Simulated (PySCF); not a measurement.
## Two-component Hartree-Fock for Tl³⁶⁺ (thallium, charge +36)

Start: [Kr] 4d9; 4d3/2 filled at m_j = -3/2, -1/2, +1/2, +3/2; 4d5/2 filled at m_j = -3/2, -1/2, +1/2, +3/2, +5/2. Calculated with PySCF 2.14 in an uncontracted even-tempered set (17 s from 3.9 bohr⁻², ratio 2.8; 14 p from 5.1 bohr⁻², ratio 2.8; 9 d from 5.1 bohr⁻², ratio 2.8; 3 f from 23 bohr⁻², ratio 3): generalised Hartree-Fock with the X2C-1e Hamiltonian and a Gaussian nucleus; one run each with spin-orbit coupling (SO) switched off, then screened by Boettger's factors.

```csv
spinor shell,electrons,"ε, spin-free (eV)","ε, screened SO (eV)",weight of nominal j (screened SO),"rms radius, screened SO (bohr)"
1s1/2,2,-87482.6,-87446.7,1.000,0.0184
2s1/2,2,-16947.0,-16935.5,1.000,0.0744
2p1/2,2,-14798.4,-16291.0,1.000,0.0629
2p3/2,4,-14798.4,-14220.3,1.000,0.0711
3s1/2,2,-5224.2,-5220.4,1.000,0.189
3p1/2,2,-4594.9,-4933.9,1.000,0.180
3p3/2,4,-4594.9,-4460.6,1.000,0.196
3d3/2,4,-3936.7,-3996.3,1.000,0.171
3d5/2,6,-3936.7,-3894.3,1.000,0.176
4s1/2,2,-2189.2,-2188.0,1.000,0.391
4p1/2,2,-1956.4,-2060.0,1.000,0.392
4p3/2,4,-1956.4,-1914.4,1.000,0.423
4d3/2,4,-1695.9,-1713.1,0.996,0.411
4d5/2,5,-1695.9,-1683.5,0.997,0.419
```

```tsv
quantity	spin-free	screened SO
E (hartree)	-19498.76056	-19534.12918
M_J	5/2	5/2
⟨J²⟩	8.750	8.750
⟨L²⟩	6.000	6.126
⟨S²⟩	0.750	0.876
```

Each row is a mean over spinors that exchange with the open shell spreads, by up to 16.092 eV (4p3/2).

Breit and QED terms are absent; they matter most for the inner s and p1/2 levels.

Densities and radii are taken from the X2C orbitals without a picture-change correction, which distorts them close to the nucleus.

Without spin-orbit coupling the j labels of p, d and f shells carry no meaning; the spin-free column gives the mean over the occupied spinors of each nl shell.
